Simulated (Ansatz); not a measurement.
Correlation energies of `O[SiH]1C[SiH2]O1` by basis set

```csv
atom,x (Å),y (Å),z (Å)
O1,-2.1997,-0.0732,-0.8964
Si2,-0.9826,0.5471,-0.0021
C3,0.1710,-0.6501,0.8910
Si4,1.4613,0.1432,-0.2216
O5,0.2902,1.1214,-0.9188
H6,-1.9882,-0.7025,-1.5876
H7,-1.6202,1.5987,0.8157
H8,-0.0266,-1.7099,0.7262
H9,0.2889,-0.4712,1.9604
H10,2.5088,0.9413,0.4629
H11,2.0970,-0.7447,-1.2296
```

Total charge 0; spin multiplicity 1. The geometry is a stationary point of PBE0-D4/def2-TZVP. It is one conformer, not always the lowest. Frozen core, restricted reference, Ansatz 0.2.0. CBS rows extrapolate triple and quadruple zeta; past MP2 they add the triple-zeta difference.

```tsv
basis	HF (Eh)	MP2 corr.
def2-TZVPP	-769.20651	-0.88266
def2-QZVPP	-769.23458	-0.95116
```

(1) Estimate the CCSD correlation energy and the (T) correction in each basis where they were run (hartree).

Results:

(1) 
```tsv
basis	CCSD corr.	(T)
def2-TZVPP	-0.91821	-0.03504
CBS(def2)	-1.03746	as TZ
```
